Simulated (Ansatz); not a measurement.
**Question.** Name a neutral molecule of B, Te and H with LUMO energy (PBE/def2-TZVPP) between -2.75 and -2.45 eV and LUMO energy (ωB97M-V/def2-TZVPP) between 0.15 and 0.45 eV (Ansatz, PBE0-D4/def2-TZVP geometry).

**Answer.** `B[TeH]` (-2.58 eV, 0.18 eV). Other molecules can fit too; these were computed, each in one conformer that needn't be the lowest.
